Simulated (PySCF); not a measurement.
A series of related molecules.

All values: CAM-B3LYP/def2-SVPD (PySCF) at GFN2-xTB geometries, gas phase, one conformer each. Core orbitals are frozen in the response; Δα² is half the sum of the squared differences of the principal polarisabilities.

(1) Rank by dipole moment, highest first.
A. `[F:1][CH:2]([F:3])[SiH2:4][O:5][SiH2:6][O:7][SiH3:8]` with F1–C2–Si4–O5 70°, C2–Si4–O5–Si6 -12°, Si4–O5–Si6–O7 26°, O5–Si6–O7–Si8 -14°
B. `[CH3:1][NH:2][SiH2:3][O:4][SiH2:5][O:6][SiH3:7]` with C1–N2–Si3–O4 48°, N2–Si3–O4–Si5 -55°, Si3–O4–Si5–O6 -22°, O4–Si5–O6–Si7 -11°
C. `[OH:1][SiH2:2][O:3][SiH2:4][O:5][SiH3:6]` with H–O1–Si2–O3 -40°, O1–Si2–O3–Si4 -165°, Si2–O3–Si4–O5 -1°, O3–Si4–O5–Si6 17°
D. `[NH2:1][CH2:2][SiH2:3][O:4][SiH2:5][O:6][SiH3:7]` with H–N1–C2–Si3 60° and -57°, N1–C2–Si3–O4 49°, C2–Si3–O4–Si5 -52°, Si3–O4–Si5–O6 -26°, O4–Si5–O6–Si7 -16°
E. `[O:1]=[CH:2][SiH2:3][O:4][SiH2:5][O:6][SiH3:7]` with O1–C2–Si3–O4 176°, C2–Si3–O4–Si5 175°, Si3–O4–Si5–O6 -16°, O4–Si5–O6–Si7 -19°
F. `[N:1]#[C:2][CH2:3][SiH2:4][O:5][SiH2:6][O:7][SiH3:8]` with C2–C3–Si4–O5 54°, C3–Si4–O5–Si6 -69°, Si4–O5–Si6–O7 -31°, O5–Si6–O7–Si8 44°

(2) Rank by HOMO energy, highest first.
A. `CN[SiH2]O[SiH2]O[SiH3]`
B. `O([SiH2]C(F)F)[SiH2]O[SiH3]`
C. `N#CC[SiH2]O[SiH2]O[SiH3]`
D. `[SiH2](O[SiH2]O[SiH3])S`
E. `O=C[SiH2]O[SiH2]O[SiH3]`
F. `NC[SiH2]O[SiH2]O[SiH3]`

(3) Rank by HOMO–LUMO gap, lowest first.
A. `C#C[SiH2]O[SiH2]O[SiH3]`
B. `O([SiH2]S)[SiH2]O[SiH3]`
C. `O[SiH2]O[SiH2]O[SiH3]`
D. `NC[SiH2]O[SiH2]O[SiH3]`
E. `O([SiH2]O[SiH2]NC)[SiH3]`
F. `[SiH2](O[SiH2]O[SiH3])C=O`

Results:

(1) F (3.33 D), E (2.83 D), A (1.90 D), B (1.63 D), D (0.92 D), C (0.75 D).

(2) F (-8.04 eV), A (-8.29 eV), E (-8.49 eV), D (-8.83 eV), C (-9.76 eV), B (-9.96 eV).

(3) F (8.01 eV), D (8.78 eV), E (9.23 eV), B (9.56 eV), A (10.18 eV), C (10.59 eV).

All values together:

| SMILES | formula | μ (D) | HOMO (eV) | LUMO (eV) | α (Å³) | Δα (Å³) | electrons | α per electron (Å³) |
| --- | --- | --- | --- | --- | --- | --- | --- | --- |
| O=C[SiH2]O[SiH2]O[SiH3] | CH8O3Si3 | 2.83 | -8.49 | -0.49 | 13.90 | 3.56 | 80 | 0.174 |
| O[SiH2]O[SiH2]O[SiH3] | H8O3Si3 | 0.75 | -9.79 | 0.80 | 12.14 | 1.72 | 74 | 0.164 |
| [SiH3]O[SiH2]O[SiH2]S | H8O2SSi3 | 0.89 | -8.83 | 0.73 | 14.70 | 1.88 | 82 | 0.179 |
| C[SiH2]O[SiH2]O[SiH3] | CH10O2Si3 | 0.95 | -9.62 | 0.86 | 13.62 | 1.81 | 74 | 0.184 |
| FC(F)[SiH2]O[SiH2]O[SiH3] | CH8F2O2Si3 | 1.90 | -9.96 | 0.67 | 13.67 | 2.01 | 90 | 0.152 |
| C#C[SiH2]O[SiH2]O[SiH3] | C2H8O2Si3 | 0.92 | -9.74 | 0.44 | 14.62 | 3.07 | 78 | 0.187 |
| CN[SiH2]O[SiH2]O[SiH3] | CH11NO2Si3 | 1.63 | -8.29 | 0.93 | 14.55 | 1.59 | 82 | 0.177 |
| NC[SiH2]O[SiH2]O[SiH3] | CH11NO2Si3 | 0.92 | -8.04 | 0.74 | 14.83 | 1.85 | 82 | 0.181 |
| N#CC[SiH2]O[SiH2]O[SiH3] | C2H9NO2Si3 | 3.33 | -9.76 | 0.77 | 15.24 | 2.67 | 86 | 0.177 |

Conformers: `[O:1]=[CH:2][SiH2:3][O:4][SiH2:5][O:6][SiH3:7]` with O1–C2–Si3–O4 176°, C2–Si3–O4–Si5 175°, Si3–O4–Si5–O6 -16°, O4–Si5–O6–Si7 -19°; `[OH:1][SiH2:2][O:3][SiH2:4][O:5][SiH3:6]` with H–O1–Si2–O3 -40°, O1–Si2–O3–Si4 -165°, Si2–O3–Si4–O5 -1°, O3–Si4–O5–Si6 17°; `[SiH3:1][O:2][SiH2:3][O:4][SiH2:5][SH:6]` with Si1–O2–Si3–O4 11°, O2–Si3–O4–Si5 -7°, Si3–O4–Si5–S6 -82°, O4–Si5–S6–H -39°; `[CH3:1][SiH2:2][O:3][SiH2:4][O:5][SiH3:6]` with C1–Si2–O3–Si4 -116°, Si2–O3–Si4–O5 5°, O3–Si4–O5–Si6 2°; `[F:1][CH:2]([F:3])[SiH2:4][O:5][SiH2:6][O:7][SiH3:8]` with F1–C2–Si4–O5 70°, C2–Si4–O5–Si6 -12°, Si4–O5–Si6–O7 26°, O5–Si6–O7–Si8 -14°; `[CH:1]#[C:2][SiH2:3][O:4][SiH2:5][O:6][SiH3:7]` with C2–Si3–O4–Si5 -67°, Si3–O4–Si5–O6 -34°, O4–Si5–O6–Si7 9°; `[CH3:1][NH:2][SiH2:3][O:4][SiH2:5][O:6][SiH3:7]` with C1–N2–Si3–O4 48°, N2–Si3–O4–Si5 -55°, Si3–O4–Si5–O6 -22°, O4–Si5–O6–Si7 -11°; `[NH2:1][CH2:2][SiH2:3][O:4][SiH2:5][O:6][SiH3:7]` with H–N1–C2–Si3 60° and -57°, N1–C2–Si3–O4 49°, C2–Si3–O4–Si5 -52°, Si3–O4–Si5–O6 -26°, O4–Si5–O6–Si7 -16°; `[N:1]#[C:2][CH2:3][SiH2:4][O:5][SiH2:6][O:7][SiH3:8]` with C2–C3–Si4–O5 54°, C3–Si4–O5–Si6 -69°, Si4–O5–Si6–O7 -31°, O5–Si6–O7–Si8 44°.

Problem. How closely does the mean polarisability follow the number of electrons in this set?

Solution. The correlation coefficient is 0.50; α per electron runs from 0.152 to 0.187 Å³.
